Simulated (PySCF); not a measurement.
# Reading the logs of faulty runs: CGeH5O cation

Calculated results; nothing here was measured. The program is PySCF 2.14.0, an open-source quantum chemistry code, run on an isolated molecule that a program drew, which may never have been made. The molecule is CGeH5O cation (charge +1, singlet), drawn as the SMILES string `C[O][GeH2+]`.

Each row is a Hartree-Fock (HF) and frozen-core CCSD(T) single point in the cc-pVDZ basis, meant for a local HF minimum. Run 1 is clean. Each other run has one planted mistake out of seven kinds, and not every kind appears here: one electron removed, one electron added, multiplicity raised by two, geometry at a saddle point, minimal basis STO-3G, one bond length entered in bohr, all coordinates scaled. The reference is restricted for singlets and unrestricted otherwise, and also for a bond in bohr. Adding or removing an electron swaps singlet and doublet. Electrons count all cores. HOMO and LUMO are orbital energies over both spins, the gradient is its largest component, and the lowest frequency (negative if imaginary) is given only where the gradient is small. Bond lengths are over the 7 bonds as drawn. T1 is the CCSD diagnostic: over 0.02 (restricted) or 0.045 (unrestricted) a single reference is doubtful. Germanium has the cc-pVDZ-PP basis, with a core potential (ECP10MDF) in place of its 10 inner electrons, and its 3s, 3p and 3d shells are frozen in CCSD(T).

Geometry of the clean run:
```xyz
8
CGeH5O cation, angstrom
C    -0.7176   -1.5094   -0.8065
O     0.1304   -0.8789   -1.7940
Ge    0.2686    0.7063   -2.3314
H    -1.3888   -0.7854   -0.3477
H    -0.0628   -1.9499   -0.0617
H    -1.2810   -2.2814   -1.3204
H     1.3132    0.8917   -3.3952
H    -0.6247    1.7642   -1.7311
```

```
run  electrons  basis functions  <S^2>  HOMO (eV)  LUMO (eV)  gradient (hartree/bohr)  lowest frequency (cm^-1)  mean bond (Å)  longest bond (Å)      T1  HF (hartree)  CCSD(T) (hartree)                          mistake
  1         50               76  0.000     -18.19      -5.20                  1.7e-05                       100         1.3423             1.680  0.0213    -408.73616         -409.19223                         no fault
  2         50               76  0.724     -16.03      -5.35                  2.0e-02                         -         1.4803             2.051  0.0647    -408.60374         -409.05871  one bond length entered in bohr
  3         49               76  0.762     -25.90     -14.34                  1.4e-01                         -         1.3423             1.680  0.0441    -408.14827         -408.56090                                ?
  4         51               76  0.767      -6.52       2.57                  6.9e-02                         -         1.3423             1.680  0.0148    -408.95074         -409.41248                                ?
```

**Which mistake was planted in run 3, and what did it cost?**

It counts 49 electrons, one fewer than the clean run, at the same geometry and basis. So the mistake is: one electron removed. Subtracting run 1 and multiplying by 627.51 kcal/mol a hartree, the energy moved by 368.9 kcal/mol in HF and 396.2 kcal/mol in CCSD(T).

**Which mistake was planted in run 4, and what did it cost?**

It counts 51 electrons, one more than the clean run, at the same geometry and basis. So the mistake is: one electron added. Subtracting run 1 and multiplying by 627.51 kcal/mol a hartree, the energy moved by -134.7 kcal/mol in HF and -138.2 kcal/mol in CCSD(T).

Cautions from the logs. Run 1: T1 is over the limit, so its CCSD(T) energy is less reliable; run 2: T1 is over the limit, so its CCSD(T) energy is less reliable.
